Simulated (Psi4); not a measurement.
Torsional profile of SMILES c1csc(Sc2nccs2)c1. Scanned: dihedral S3–C4–S5–C6 and dihedral C4–S5–C6–S10; all other coordinates were relaxed at GFN2-xTB. Points at φ and −φ are mirror images.

Atom numbering (GFN2-xTB optimised geometry, Å):
```
16

C     -3.2749    -0.5238    -0.1984
C     -2.7745     0.7029    -0.4902
S     -1.0739     0.8096    -0.2374
C     -1.0425    -0.8429     0.2740
S      0.3940    -1.7194     0.7836
C      1.6404    -0.5313     0.6289
N      1.4707     0.6796     0.2295
C      2.6325     1.3719     0.2124
C      3.7268     0.6771     0.6089
S      3.3001    -0.9416     1.0331
C     -2.2796    -1.4193     0.2429
H     -4.3122    -0.7908    -0.2908
H     -3.3025     1.5661    -0.8432
H      2.6127     2.3977    -0.1051
H      4.7433     1.0044     0.6793
H     -2.4602    -2.4403     0.5253
```

Calculation: PBE-D3(BJ)/def2-SVP // GFN2-xTB (Psi4 1.11).

Energy in kJ/mol above the lowest grid point; x is the dihedral S3–C4–S5–C6 (°), y the dihedral C4–S5–C6–S10 (°).

```csv
y \ x,-150,-120,-90,-60,-30,0,30,60,90,120,150,180
180,15.6,13.1,9.6,10.9,13.8,15.6,13.8,10.9,9.6,13.1,15.6,16.0
150,13.8,12.1,10.6,11.5,15.8,17.5,14.3,11.3,11.4,15.1,18.4,18.0
120,15.9,13.0,12.5,14.0,17.1,19.0,16.2,12.3,13.6,17.5,20.4,20.9
90,17.4,14.5,14.1,16.1,18.4,19.1,15.8,13.0,15.0,19.3,21.8,21.6
60,16.5,12.8,11.5,16.0,20.5,19.5,13.7,9.4,11.9,18.4,23.6,21.9
30,13.9,7.1,4.4,11.1,19.7,20.9,13.2,4.1,3.6,11.6,21.8,23.2
0,16.4,5.6,0.0,5.4,16.5,22.1,16.5,5.4,0.0,5.6,16.4,25.4
-30,21.8,11.6,3.6,4.1,13.2,20.9,19.7,11.1,4.4,7.1,13.9,23.2
-60,23.6,18.4,11.9,9.4,13.7,19.5,20.5,16.0,11.5,12.8,16.5,21.9
-90,21.8,19.3,15.0,13.0,15.8,19.1,18.4,16.1,14.1,14.5,17.4,21.6
-120,20.4,17.5,13.6,12.3,16.2,19.0,17.1,14.0,12.5,13.0,15.9,20.9
-150,18.4,15.1,11.4,11.3,14.3,17.5,15.8,11.5,10.6,12.1,13.8,18.0
```

Points that lie below all their neighbours on the grid: x = -90, y = 0 (0.0 kJ/mol); x = 90, y = 0 (0.0 kJ/mol); x = -90, y = 180 (9.6 kJ/mol); x = 90, y = 180 (9.6 kJ/mol). The lowest path on the grid from the first to the second passes x = 0, y = 180 at 15.6 kJ/mol.
